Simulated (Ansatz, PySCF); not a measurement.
Molecule: InI, net charge 0, singlet state. SMILES: [In][I]
Geometry from a B3LYP-D3(BJ)/def2-TZVP (Ansatz, an electronic-structure program) optimisation:
```
In
I 1 2.8039
```
Charge 0, spin multiplicity 1.

Quantity: vertical triplet-singlet gap, E(triplet) - E(singlet), in eV. Set-up: no spin-orbit coupling; open shells spin-unrestricted; STO-3G and 3-21G all-electron and non-relativistic; LANL2DZ with its own core potentials from Na on; def2 sets with scalar-relativistic core potentials past Kr; frozen cores in correlated levels (noble-gas shells and the d and f shells of earlier blocks); each state is the SCF solution reached for its charge and spin. First-principles rows: single points at B3LYP-D3(BJ) geometries (Ansatz). Levels can end on unlike triplets.

| level | program | vertical triplet-singlet gap, E(triplet) - E(singlet) (eV) |
|---|---|---|
| HF/LANL2DZ | Ansatz | 2.32 |
| PBE/LANL2DZ | Ansatz | 2.85 |
| B3LYP/STO-3G | Ansatz | 2.84 |
| B3LYP/3-21G | Ansatz | 2.93 |
| B3LYP/LANL2DZ | Ansatz | 2.93 |
| M06-2X/LANL2DZ | PySCF | 3.19 |
| MP2/LANL2DZ | Ansatz | 2.64 |
| B3LYP/def2-TZVPD | Ansatz | 3.19 |
| PBE0/def2-TZVPD | Ansatz | 3.04 |
| wB97M-V/def2-TZVPD | Ansatz | 3.11 |

No value to compare with is used here. The 7 habitual levels span 2.32 (HF/LANL2DZ) to 3.19 eV (M06-2X/LANL2DZ); wB97M-V/def2-TZVPD gives 3.11.

The levels are drawn from those run, B3LYP/6-31G* more often than the rest, none by its result; runs whose electronic state is in doubt are left out.
